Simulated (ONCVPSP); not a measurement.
# Which change was made? (C, ONCV)

- Element: C (Z = 6)
- Generator: ONCVPSP 4.0.1
- Type: optimised norm-conserving Vanderbilt (ONCV)
- Functional: LDA (Perdew-Wang 92)
- Relativity: scalar-relativistic
- Frozen core: [He]
- Valence charge: 4
- Reference configuration: 2s1 2p3
- Partial waves: 2s: rc 0.85 bohr, ncon 4, nbas 8, qcut 8 1/bohr, 2 projectors, debl 0.7 Ha; 2p: rc 2.15 bohr, ncon 4, nbas 8, qcut 6.9 1/bohr, 3 projectors, debl 2.5 Ha; d scattering state at 0.18 Ha: rc 1.70 bohr, ncon 5, nbas 9, qcut 5.4 1/bohr, 1 projector
- Local potential: polynomial inside 0.70 bohr (lpopt 5, dvloc0 0 Ha)
- Core correction: Teter function, fcfact 4.75, rcfact 1.4

Cutoffs, loose and tight: the cutoffs (Ha) at which the residual kinetic energy of the hardest occupied pseudo-wave falls to 1 and 0.1 mHa per electron. They do not see the model core or the augmentation charge, which bear on the density cutoff. Test errors are all-electron minus pseudo excitation energies from the reference, over the configurations 2s2 2p2; 2s2 2p1; 2s2 2p0; 2s0 2p4; variants that change the core or the reference have their own tests.

The base gives: outcome: generated; cutoff, loose: 20 Ha; cutoff, tight: 207 Ha; bound ghosts: s; GHOST(+) flags above zero: none; largest test error (meV): +444.

After one change the result is: outcome: generated; cutoff, loose: 22 Ha; cutoff, tight: 27 Ha; bound ghosts: none; GHOST(+) flags above zero: none; largest test error (meV): +729. Which change was it?
A. all radii but the core radius scaled by about 1.33 (s 1.14, p 2.86, d 2.26 bohr); local potential polynomial inside 0.94 bohr (lpopt 5, dvloc0 0 Ha)
B. all radii but the core radius scaled by about 0.85 (s 0.72, p 1.82, d 1.44 bohr); local potential polynomial inside 0.60 bohr (lpopt 5, dvloc0 0 Ha)
C. all radii but the core radius scaled by about 1.21 (s 1.02, p 2.60, d 2.06 bohr); local potential polynomial inside 0.84 bohr (lpopt 5, dvloc0 0 Ha)

C. The others give: all radii but the core radius scaled by about 0.85 (s 0.72, p 1.82, d 1.44 bohr); local potential polynomial inside 0.60 bohr (lpopt 5, dvloc0 0 Ha) → outcome: failed: ERROR pspot: first pseudo wave function has node, program will stop | all radii but the core radius scaled by about 1.33 (s 1.14, p 2.86, d 2.26 bohr); local potential polynomial inside 0.94 bohr (lpopt 5, dvloc0 0 Ha) → outcome: generated; cutoff, loose: 21 Ha; cutoff, tight: 27 Ha; bound ghosts: none; GHOST(+) flags above zero: none; largest test error (meV): +996.
